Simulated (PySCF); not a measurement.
## Energy of Hg²⁺ (mercury, charge +2) between two integer charges

The 5d beta orbital of [Xe] 4f14 5d10 is emptied in steps (occupation f), with all orbitals relaxed, ending at [Xe] 4f14 5d9. All numbers are calculated (PySCF 2.14, scalar relativity through the core potential, in aug-cc-pVTZ-PP with ECP60MDF). The exact energy is a straight line in f; departures are measured from the line between the end points of the same method.

Problem. Among BHandHLYP, wB97X, M06-2X, which shows the largest delocalisation error (convex curve), and which is closest to linear?

Solution. Most convex: M06-2X (-0.678 eV at f = 0.5); closest to linear: wB97X (-0.494 eV).

```json
{"f": "1", "BHandHLYP (eV)": "0.000", "wB97X (eV)": "0.000", "M06-2X (eV)": "0.000"}
{"f": "0.9", "BHandHLYP (eV)": "-0.227", "wB97X (eV)": "-0.178", "M06-2X (eV)": "-0.242"}
{"f": "0.7", "BHandHLYP (eV)": "-0.533", "wB97X (eV)": "-0.415", "M06-2X (eV)": "-0.568"}
{"f": "0.5", "BHandHLYP (eV)": "-0.638", "wB97X (eV)": "-0.494", "M06-2X (eV)": "-0.678"}
{"f": "0.3", "BHandHLYP (eV)": "-0.539", "wB97X (eV)": "-0.414", "M06-2X (eV)": "-0.572"}
{"f": "0.1", "BHandHLYP (eV)": "-0.233", "wB97X (eV)": "-0.177", "M06-2X (eV)": "-0.246"}
{"f": "0", "BHandHLYP (eV)": "0.000", "wB97X (eV)": "0.000", "M06-2X (eV)": "0.000"}
```

```tsv
method	E(f=0) − E(f=1) (eV)	−ε at f=1 (eV)	−ε at f=0.5 (eV)
BHandHLYP	34.916	32.405	34.896
wB97X	35.057	33.088	35.061
M06-2X	35.326	32.639	35.314
```

Reference removal energy between the ground levels: 34.49 ± 0.05 eV (measured; NIST Atomic Spectra Database, ionization energies). The calculation has no spin-orbit coupling.
